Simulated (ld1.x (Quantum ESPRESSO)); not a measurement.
Which change was made? (Ca, TM semilocal)

* Element: Ca (Z = 20)
* Generator: ld1.x (Quantum ESPRESSO) 7.5
* Type: norm-conserving Troullier–Martins (semilocal form)
* Functional: PBEsol
* Relativity: scalar-relativistic
* Frozen core: [Ne]
* Valence charge: 10
* Reference configuration: 3s2 3p6 3d0 4s2 4p0
* Partial waves: 3s (bound): rc 1.35 bohr; 3d (bound, empty): rc 2.10 bohr; 3p (bound): rc 1.25 bohr
* Local potential: the p channel
* Core correction: none

Occupied shells without a wave of their own: 4s. They enter only through the test configuration that unscreens the potential.

Cutoffs, loose and tight: the cutoffs (Ry, on a coarse ladder) from which the occupation-weighted sum of valence levels, in a spherical-Bessel basis at the reference potential, stays within 10 and 1 mRy of its value at 400 Ry. They do not see the model core or the augmentation charge, which bear on the density cutoff. Test errors are all-electron minus pseudo excitation energies from the reference, over the configurations 3s2 3p6 3d0 4s1 4p0; 3s2 3p6 3d0 4s0 4p0; 3s2 3p6 3d0 4s1.5 4p0; 3s2 3p6 3d1 4s0 4p0; 3s2 3p6 3d0 4s1 4p1; 3s2 3p6 3d0 4s0 4p1; 3s1 3p6 3d0 4s2 4p0; variants that change the core or the reference have their own tests.

The base gives: outcome: generated; cutoff, loose: 70 Ry; cutoff, tight: 110 Ry; bound ghosts: none; largest test error (meV): -272.

On the changes marked as counting shells twice: ld1.x takes every shell without a wave as core, so the model core holds the marked electrons as well and exchange and correlation see them twice. This cancels in the reference configuration, but the file is broken for other ones, and its errors say nothing about a proper core correction.

Question: After one change the result is: outcome: generated; cutoff, loose: 90 Ry; cutoff, tight: 160 Ry; bound ghosts: none; largest test error (meV): -111. Which change was it?
A. all radii scaled by about 0.86 (s 1.16, p 1.08, d 1.80 bohr)
B. reference 3s2 3p6 3d0 4s1.5 4p0.5
C. core correction full core density, not smoothed (it rises at the typed radius of 1.46 bohr, so ld1.x skipped the fit) (4s counted twice)

Answer: A. The others give: core correction full core density, not smoothed (it rises at the typed radius of 1.46 bohr, so ld1.x skipped the fit) (4s counted twice) → outcome: generated; cutoff, loose: 70 Ry; cutoff, tight: 110 Ry; bound ghosts: none; largest test error (meV): -1118 | reference 3s2 3p6 3d0 4s1.5 4p0.5 → outcome: generated; cutoff, loose: 70 Ry; cutoff, tight: 110 Ry; bound ghosts: none; largest test error (meV): -209.
